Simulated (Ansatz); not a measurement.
Ansatz (a first-principles code) input (HF/3-21G): The .json file is the Basis Set Exchange's 3-21G.

Ansatz 0.2 input:
```yaml
crystal:
  periodic: [false, false, false]
  atoms:
    - {symbol: F, position_ang: [0.02353500, -0.07973500, 1.90817600]}
    - {symbol: Ge, position_ang: [0.00231100, -0.00782900, 0.18735800]}
    - {symbol: Cl, position_ang: [-1.66397700, -1.14159700, -0.48233700]}
    - {symbol: Cl, position_ang: [1.82873700, -0.83526000, -0.51261500]}
    - {symbol: Cl, position_ang: [-0.18157000, 2.03380700, -0.36793300]}
basis:
  gaussian:
    orbitals: 3-21G.json
hamiltonian:
  xc: {name: HF}
relax: {f_tol: 0.003, max_steps: 120}
```

From the output:

```
relax step   3: F+E_penalty+E_count = -96228.71413248 eV  Δ(F+E_penalty+E_count) = -7.399e-3 eV  max|allowed force component| = 9.024e-2 eV/Å  Δτ_max = 0.0157 Å  (39 SCF iters, accepted)
these checks for a lower state are left out or cut short: starts, cluster_reference, orbital_swaps, neighbouring_geometries, increment
integrals: 0.02 GiB planned
802 factors; integrals over basis functions are off by at most 9.0e-5 eV
mean field: 0.31 GiB planned
mean field -96228.71424346 eV, -3536.3400222821 hartree, gradient 6.0e-6 eV, S^2 0.000000; 0 other end points of the search recorded, 0 dependent functions left out
the calculation of the forces begins
reference -96228.71424346 eV, -3536.3400222821 hartree; 46, 46 occupied and 25, 25 virtual orbitals, 802 factors
relax step   4: F+E_penalty+E_count = -96228.71424346 eV  Δ(F+E_penalty+E_count) = -1.110e-4 eV  max|allowed force component| = 3.866e-3 eV/Å  Δτ_max = 0.0033 Å  (39 SCF iters, accepted)
these checks for a lower state are left out or cut short: starts, cluster_reference, orbital_swaps, neighbouring_geometries, increment
integrals: 0.02 GiB planned
802 factors; integrals over basis functions are off by at most 9.0e-5 eV
mean field: 0.31 GiB planned
mean field -96228.71424467 eV, -3536.3400223263 hartree, gradient 4.3e-5 eV, S^2 0.000000; 0 other end points of the search recorded, 0 dependent functions left out
the calculation of the forces begins
reference -96228.71424467 eV, -3536.3400223263 hartree; 46, 46 occupied and 25, 25 virtual orbitals, 802 factors
relax step   5: F+E_penalty+E_count = -96228.71424467 eV  Δ(F+E_penalty+E_count) = -1.204e-6 eV  max|allowed force component| = 7.238e-4 eV/Å  Δτ_max = 0.0004 Å  (22 SCF iters, accepted)
integrals: 0.02 GiB planned
802 factors; integrals over basis functions are off by at most 9.0e-5 eV
mean field: 0.31 GiB planned
mean field -96228.71424467 eV, -3536.3400223263 hartree, gradient 4.3e-5 eV, S^2 0.000000; 1 other end points of the search recorded, 0 dependent functions left out
the calculation of the forces begins
reference -96228.71424467 eV, -3536.3400223263 hartree; 46, 46 occupied and 25, 25 virtual orbitals, 802 factors
Total energy: -96228.71424467 eV, -3536.3400223263 hartree
Atom 0 at     0.023497    -0.079606     1.905100 Å, force    -0.000008     0.000031    -0.000724 eV/Å
Atom 1 at     0.002838    -0.009615     0.230099 Å, force     0.000005    -0.000020     0.000457 eV/Å
Atom 2 at    -1.694456    -1.162261    -0.496071 Å, force     0.000063     0.000040     0.000089 eV/Å
Atom 3 at     1.862107    -0.850324    -0.526903 Å, force    -0.000068     0.000029     0.000091 eV/Å
Atom 4 at    -0.184950     2.071192    -0.379576 Å, force     0.000008    -0.000079     0.000086 eV/Å
Dipole moment:     0.000365    -0.001235     0.029572 e Å
```

The geometry given is a B3LYP-D3(BJ)/def2-TZVP minimum.
